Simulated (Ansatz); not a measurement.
Total energies of `[CH3][Zn][SH]`.

```xyz
7

C     0.697    0.757   -0.813
Zn   -0.094   -0.482    0.444
S    -0.959   -1.889    1.862
H     1.424    1.400   -0.313
H    -0.073    1.392   -1.258
H     1.203    0.219   -1.617
H    -2.199   -1.397    1.695
```

The species carries charge 0 and has multiplicity 1. Correlated methods include outer-core shells of Zn, which these sets cover unevenly. Scalar relativity is left out up to krypton. The structure was optimised at the PBE0-D4/def2-TZVP level. It is one conformer, not always the lowest. Basis def2-TZVPP, Ansatz.

RPA on PBE orbitals: Hartree–Fock energy of these orbitals -2215.52837 Eh, correlation -1.65693 Eh (frozen core).

```
 functional  energy without D4 (Eh)  D4 term (kJ/mol)
LDA (SPW92)             -2213.50625                 –
        PBE             -2217.66540             -10.2
     revPBE             -2217.96031             -30.1
       BLYP             -2218.22080             -22.2
     r2SCAN             -2218.09649              -2.4
     B97M-V             -2217.70578                 –
    r2SCANh             -2218.07722              -2.6
      BHLYP             -2218.09025             -13.6
    ωB97M-V             -2218.01397                 –
     B2PLYP             -2217.81464                 –
```

Question: Give the same for PBE0, B3LYP, r2SCAN0, HSE06 (plane-wave form), CAM-B3LYP, LC-ωPBE, ωB97X-V, PBE-QIDH. (Best estimate.)

Answer: The calculation gave: 
| functional | energy without D4 (Eh) | D4 term (kJ/mol) |
| --- | --- | --- |
| PBE0 | -2217.72406 | -8.6 |
| B3LYP | -2218.23761 | -16.5 |
| r2SCAN0 | -2218.04995 | -2.9 |
| HSE06 (plane-wave form) | -2217.71231 | -8.1 |
| CAM-B3LYP | -2218.26094 | -8.8 |
| LC-ωPBE | -2217.79702 | – |
| ωB97X-V | -2217.92092 | – |
| PBE-QIDH | -2217.50401 | – |

B3LYP takes the VWN-RPA correlation (the form of Gaussian; ORCA's B3LYP/G). HSE06 is the plane-wave form, built on full-range PBE exchange. The double hybrids freeze the cores in their second-order part.

LC-ωPBE has ω = 0.4 bohr⁻¹.
